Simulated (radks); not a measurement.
Task: Tc3+, 40 electrons, occupied as [Kr] 4d1 5s2 5p1 (not the ground configuration). Calculated with a radial shooting solver on a logarithmic mesh with Libxc functionals: Dirac Kohn-Sham, PBE, spin-unpolarised, spherical densities, finite nucleus; open shells are shared between the two j in proportion to 2j + 1; Fermi nuclear charge, rms radius 4.4112 fm. Some entries of the table are withheld. Estimate them.

| orbital | occ. | eigenvalue (Ry) | <r^2> (bohr^2) | <r> (bohr) |
|---|---|---|---|---|
| 1s1/2 | 2 | -1536.584 | 0.001586 | 0.03428 |
| 2s1/2 | 2 | -222.3495 | 0.02632 | 0.1493 |
| 2p1/2 | 2 | -205.3134 | 0.01983 | 0.1271 |
| 2p3/2 | 4 | -196.6237 | 0.02119 | 0.1318 |
| 3s1/2 | 2 | -41.69994 | 0.1973 | 0.4149 |
| 3p1/2 | 2 | -35.15663 | (1) | (2) |
| 3p3/2 | 4 | -33.70088 | (3) | (4) |
| 3d3/2 | 4 | -22.13772 | 0.1885 | 0.3963 |
| 3d5/2 | 6 | -21.85743 | 0.1917 | 0.3998 |
| 4s1/2 | 2 | -8.74212 | 1.199 | 1.031 |
| 4p1/2 | 2 | -6.76267 | 1.386 | 1.104 |
| 4p3/2 | 4 | -6.52382 | 1.449 | 1.129 |
| 4d3/2 | 0.4 | -3.47973 | 2.213 | 1.380 |
| 4d5/2 | 0.6 | -3.44808 | 2.244 | 1.389 |
| 5s1/2 | 2 | -2.47556 | 6.493 | 2.412 |
| 5p1/2 | 0.333333 | -1.95739 | 8.197 | 2.707 |
| 5p3/2 | 0.666667 | -1.91510 | 8.490 | 2.755 |

Result: 
(1) 3p1/2 <r^2> (bohr^2): 0.1946
(2) 3p1/2 <r> (bohr): 0.4087
(3) 3p3/2 <r^2> (bohr^2): 0.2045
(4) 3p3/2 <r> (bohr): 0.4193
